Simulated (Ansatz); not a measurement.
Relaxation of CH4BFSi (8 atoms, charge 0, multiplicity 1), to a largest force component of 0.02 eV/Å in at most 50 steps.

Level of theory: RKS BLYP/6-31G* in Ansatz.

```xyz
8
Properties=species:S:1:pos:R:3
B -0.826 1.418 -0.565
Si -0.053 -0.304 -0.307
C 0.910 -1.079 0.952
F -0.349 -1.321 -1.553
H -1.444 1.702 -1.519
H -0.690 2.244 0.254
H 1.251 -2.099 0.888
H 0.381 0.311 0.921
```

Task: Where does it end, and by what steps?

Result: The forces met the threshold. After 10 steps the energy has fallen by 4.916 eV; H8 moved furthest, 1.05 Å. Parted: Si2–H8. Joined: C3–H8.

```json
{"step": "0", "energy less start (eV)": "0.0000", "largest force component (eV/Å)": "5.447", "accepted": "yes"}
{"step": "1", "energy less start (eV)": "-2.3764", "largest force component (eV/Å)": "3.653", "accepted": "yes"}
{"step": "2", "energy less start (eV)": "-3.8007", "largest force component (eV/Å)": "2.774", "accepted": "yes"}
{"step": "3", "energy less start (eV)": "-4.4654", "largest force component (eV/Å)": "1.759", "accepted": "yes"}
{"step": "4", "energy less start (eV)": "-4.7554", "largest force component (eV/Å)": "1.004", "accepted": "yes"}
{"step": "5", "energy less start (eV)": "-4.8778", "largest force component (eV/Å)": "0.558", "accepted": "yes"}
{"step": "6", "energy less start (eV)": "-4.9040", "largest force component (eV/Å)": "0.461", "accepted": "yes"}
{"step": "7", "energy less start (eV)": "-4.8913", "largest force component (eV/Å)": "0.170", "accepted": "no"}
{"step": "8", "energy less start (eV)": "-4.9105", "largest force component (eV/Å)": "0.229", "accepted": "yes"}
{"step": "9", "energy less start (eV)": "-4.9143", "largest force component (eV/Å)": "0.135", "accepted": "yes"}
{"step": "10", "energy less start (eV)": "-4.9162", "largest force component (eV/Å)": "0.016", "accepted": "yes"}
```

```xyz
8
Properties=species:S:1:pos:R:3
B -0.918 1.469 -0.700
Si -0.163 -0.339 -0.533
C 0.770 -0.864 0.839
F -0.407 -1.422 -1.730
H -1.558 1.828 -1.646
H -0.707 2.222 0.209
H 1.208 -1.858 0.972
H 0.953 -0.162 1.660
```

Whether the end is a true minimum wasn't checked by a vibrational analysis.

Time of the run: 19 s on 1 thread of AMD EPYC 7R13 Processor (Zen 3), on a shared host, peak memory 0.17 GiB.
